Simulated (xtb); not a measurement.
C4H13OSi2, doublet, from a rough starting geometry; GFN2-xTB run with xtb 6.7.1.

xtb was given this input:
```
$ xtb mol.xyz --gfn 2 --uhf 1 --opt vtight --json

# file mol.xyz
20

C      2.68356844    -1.04389655     0.70373766
Si     1.74192586     0.58185660     0.54327415
C      1.88828245     1.38728163    -1.17005877
O      0.08373249     0.31337921     0.81784868
Si    -1.34999245    -0.39448917     0.68955033
C     -2.60300105     0.91789944     1.21582483
C     -1.60742069    -0.96712800    -1.11527168
H      3.76598457    -0.88566341     0.55302001
H      2.56203559    -1.55449065     1.61666925
H      2.41319456    -1.73240182    -0.11654263
H      1.30931916     2.37724851    -1.20308766
H      1.42929531     0.74091606    -1.93983361
H      2.89002188     1.57479967    -1.38961146
H     -1.36774038    -1.58702087     1.50820055
H     -3.65298558     0.53078506     1.07698481
H     -2.54922878     1.79857673     0.48567220
H     -2.49614645     1.21172221     2.15896800
H     -2.58651191    -1.38610354    -1.23855420
H     -1.63535163    -0.10519308    -1.79586216
H     -0.82961475    -1.59438472    -1.49257306
```

**Question.** Write the output that xtb gives for this input, abridged.

**Answer.** 
```
   ID    Z sym.   atoms
    1    6 C      1, 3, 6, 7
    2   14 Si     2, 5
    3    8 O      4
    4    1 H      8-20

           -------------------------------------------------
          |                Calculation Setup                |
           -------------------------------------------------

           -------------------------------------------------
          |                 G F N 2 - x T B                 |
           -------------------------------------------------

          ...................................................
          :                      SETUP                      :
          :.................................................:
          :  # basis functions                  53          :
          :  # atomic orbitals                  51          :
          :  # shells                           29          :
          :  # electrons                        43          :
          :  max. iterations                   250          :
          :  Hamiltonian                  GFN2-xTB          :
          :  restarted?                      false          :
          :  GBSA solvation                  false          :
          :  PC potential                    false          :
          :  electronic temp.          300.0000000     K    :
          :  accuracy                    1.0000000          :
          :  -> integral cutoff          0.2500000E+02      :
          :  -> integral neglect         0.1000000E-07      :
          :  -> SCF convergence          0.1000000E-05 Eh   :
          :  -> wf. convergence          0.1000000E-03 e    :
          :  Broyden damping             0.4000000          :
          :  net charge                          0          :
          :  unpaired electrons                  1          :
          ...................................................

 iter      E             dE          RMSdq      gap      omega  full diag
   1    -22.9408423 -0.229408E+02  0.486E+00    3.17       0.0  T
   2    -23.0133715 -0.725292E-01  0.259E+00    2.90       1.0  T
   3    -23.0096980  0.367354E-02  0.151E+00    3.42       1.0  T
   4    -23.0214410 -0.117430E-01  0.567E-01    3.28       1.0  T
   5    -23.0217695 -0.328540E-03  0.291E-01    3.34       1.0  T
   6    -23.0219437 -0.174229E-03  0.837E-02    3.32       1.0  T
   7    -23.0219453 -0.156875E-05  0.486E-02    3.32       1.0  T
   8    -23.0219530 -0.764615E-05  0.223E-02    3.31       1.0  T
   9    -23.0219532 -0.260403E-06  0.124E-02    3.31       1.8  T
  10    -23.0219534 -0.190567E-06  0.568E-03    3.31       3.9  T
  11    -23.0219534 -0.277039E-07  0.244E-03    3.31       9.2  T
  12    -23.0219534 -0.176535E-08  0.114E-03    3.31      19.7  T
  13    -23.0219534 -0.572090E-09  0.314E-04    3.31      71.2  T
  14    -23.0219534 -0.336406E-09  0.140E-04    3.31     159.7  T

   *** convergence criteria satisfied after 14 iterations ***

         :::::::::::::::::::::::::::::::::::::::::::::::::::::
         ::                     SUMMARY                     ::
         :::::::::::::::::::::::::::::::::::::::::::::::::::::
         :: total energy             -22.722019373417 Eh    ::
         :: gradient norm              0.163802974870 Eh/a0 ::
         :: HOMO-LUMO gap              3.314156535498 eV    ::
         ::.................................................::
         :: SCC energy               -23.021855211051 Eh    ::
         :: -> isotropic ES            0.052364662306 Eh    ::
         :: -> anisotropic ES          0.004166994427 Eh    ::
         :: -> anisotropic XC          0.009214235097 Eh    ::
         :: -> dispersion             -0.014119264995 Eh    ::
         :: repulsion energy           0.299835837633 Eh    ::
         :: add. restraining           0.000000000000 Eh    ::
         :: total charge              -0.000000000000 e     ::
         :::::::::::::::::::::::::::::::::::::::::::::::::::::

      -----------------------------------------------------------
     |                   =====================                   |
     |                        A N C O P T                        |
     |                   =====================                   |
     |               Approximate Normal Coordinate               |
     |                Rational Function Optimizer                |
      -----------------------------------------------------------
      -----------------------------------------------------------
     |                   =====================                   |
     |                        A N C O P T                        |
     |                   =====================                   |
     |               Approximate Normal Coordinate               |
     |                Rational Function Optimizer                |
      -----------------------------------------------------------

          ...................................................
          :                      SETUP                      :
          :.................................................:
          :   optimization level         verytight          :
          :   max. optcycles                   400          :
          :   ANC micro-cycles                  20          :
          :   degrees of freedom                54          :
          :.................................................:
          :   RF solver                   davidson          :
          :   write xtbopt.log                true          :
          :   linear?                        false          :
          :   energy convergence         0.1000000E-06 Eh   :
          :   grad. convergence          0.2000000E-03 Eh/α :
          :   maxmium RF displ.          1.0000000          :
          :   Hlow (freq-cutoff)         0.1000000E-01      :
          :   Hmax (freq-cutoff)         5.0000000          :
          :   S6 in model hess.         20.0000000          :
          ...................................................

[...]
 * total energy  :   -22.7405359 Eh     change       -0.6733234E-05 Eh
 * total energy  :   -22.7405425 Eh     change       -0.6635584E-05 Eh
 * total energy  :   -22.7405456 Eh     change       -0.3106233E-05 Eh
 * total energy  :   -22.7405461 Eh     change       -0.5046095E-06 Eh
 * total energy  :   -22.7405463 Eh     change       -0.1821243E-06 Eh
 * total energy  :   -22.7405464 Eh     change       -0.1159089E-06 Eh
 * total energy  :   -22.7405466 Eh     change       -0.1654817E-06 Eh
 * total energy  :   -22.7405468 Eh     change       -0.2208434E-06 Eh
 * total energy  :   -22.7405471 Eh     change       -0.2381725E-06 Eh
 * total energy  :   -22.7405473 Eh     change       -0.1951185E-06 Eh
 * total energy  :   -22.7405474 Eh     change       -0.1067750E-06 Eh
 * total energy  :   -22.7405474 Eh     change       -0.2634270E-08 Eh
   *** GEOMETRY OPTIMIZATION CONVERGED AFTER 22 ITERATIONS ***
         :: total energy             -22.740547359843 Eh    ::
[...]
       ...           ...                  ...                  ...
        10        2.0000           -0.4703100             -12.7978
        11        2.0000           -0.4630489             -12.6002
        12        2.0000           -0.4608680             -12.5409
        13        2.0000           -0.4603879             -12.5278
        14        2.0000           -0.4593926             -12.5007
        15        2.0000           -0.4562932             -12.4164
        16        2.0000           -0.4542092             -12.3597
        17        2.0000           -0.4525460             -12.3144
        18        2.0000           -0.4474455             -12.1756
        19        2.0000           -0.4010482             -10.9131
        20        2.0000           -0.3870414             -10.5319
        21        2.0000           -0.3851922             -10.4816
        22        1.0000           -0.2783657              -7.5747 (HOMO)
        23                         -0.1587391              -4.3195 (LUMO)
        24                         -0.1347010              -3.6654
        25                         -0.1286809              -3.5016
        26                         -0.1055880              -2.8732
        27                         -0.1002782              -2.7287
        28                         -0.0668064              -1.8179
        29                         -0.0204728              -0.5571
        30                         -0.0183169              -0.4984
        31                          0.0777544               2.1158
        32                          0.0862543               2.3471
        33                          0.1430832               3.8935
       ...                                ...                  ...
        51                          0.9016938              24.5363
      -------------------------------------------------------------
                  HL-Gap            0.1196266 Eh            3.2552 eV
             Fermi-level           -0.2751657 Eh           -7.4876 eV

     #   Z          covCN         q      C6AA      α(0)
     1   6 C        3.648    -0.192    24.656     7.134
     2  14 Si       2.572     0.458   177.211    29.210
     3   6 C        3.648    -0.190    24.620     7.129
     4   8 O        1.539    -0.439    21.697     6.284
     5  14 Si       3.492     0.535   100.037    19.373
     6   6 C        3.650    -0.203    24.882     7.165
     7   6 C        3.649    -0.203    24.882     7.166
     8   1 H        0.925     0.025     2.653     2.547
     9   1 H        0.925     0.033     2.540     2.492
    10   1 H        0.925     0.030     2.590     2.517
    11   1 H        0.925     0.034     2.534     2.489
    12   1 H        0.925     0.032     2.556     2.500
    13   1 H        0.925     0.024     2.670     2.555
    14   1 H        0.917    -0.088     5.166     3.555
    15   1 H        0.925     0.016     2.797     2.615
    16   1 H        0.925     0.033     2.544     2.494
    17   1 H        0.925     0.026     2.646     2.544
    18   1 H        0.925     0.019     2.744     2.590
    19   1 H        0.925     0.031     2.579     2.511
    20   1 H        0.925     0.020     2.740     2.589

 Mol. C6AA /au·bohr⁶  :       4726.855909
 Mol. C8AA /au·bohr⁸  :     156054.629507
 Mol. α(0) /au        :        117.459525

Wiberg/Mayer (AO) data.
largest (>0.10) Wiberg bond orders for each atom

 ---------------------------------------------------------------------------
     #   Z sym  total        # sym  WBO       # sym  WBO       # sym  WBO
 ---------------------------------------------------------------------------
     1   6 C    3.977 --     8 H    0.997     9 H    0.991    10 H    0.982
                             2 Si   0.890
     2  14 Si   2.957 --     4 O    1.065     3 C    0.892     1 C    0.890
     3   6 C    3.979 --    13 H    0.997    11 H    0.990    12 H    0.982
                             2 Si   0.892
     4   8 O    2.351 --     5 Si   1.110     2 Si   1.065
     5  14 Si   3.845 --     4 O    1.110     6 C    0.885     7 C    0.884
                            14 H    0.874
     6   6 C    3.977 --    15 H    0.998    17 H    0.993    16 H    0.987
                             5 Si   0.885
     7   6 C    3.977 --    18 H    0.996    20 H    0.993    19 H    0.987
                             5 Si   0.884
     8   1 H    0.999 --     1 C    0.997
     9   1 H    0.999 --     1 C    0.991
    10   1 H    0.999 --     1 C    0.982
    11   1 H    0.999 --     3 C    0.990
    12   1 H    0.999 --     3 C    0.982
    13   1 H    0.999 --     3 C    0.997
    14   1 H    0.992 --     5 Si   0.874
    15   1 H    0.999 --     6 C    0.998
    16   1 H    0.999 --     6 C    0.987
    17   1 H    0.999 --     6 C    0.993
    18   1 H    1.000 --     7 C    0.996
    19   1 H    0.999 --     7 C    0.987
    20   1 H    1.000 --     7 C    0.993
 ---------------------------------------------------------------------------

Topologies differ in total number of bonds
Writing topology from bond orders to xtbtopo.mol

molecular dipole:
                 x           y           z       tot (Debye)
 q only:        0.398       0.114       0.176
   full:        0.050      -0.155      -0.448       1.211
molecular quadrupole (traceless):
                xx          xy          yy          xz          yz          zz
 q only:        1.380       2.843      -0.246       1.561       0.194      -1.134
  q+dip:        0.984      -0.722       0.122      -0.507      -1.215      -1.106
   full:        2.447      -0.686      -0.815      -1.013      -0.878      -1.632

optimized geometry written to: xtbopt.xyz

           -------------------------------------------------
          | TOTAL ENERGY              -22.740547359843 Eh   |
          | GRADIENT NORM               0.000026890590 Eh/α |
          | HOMO-LUMO GAP               3.255206030573 eV   |
           -------------------------------------------------
```
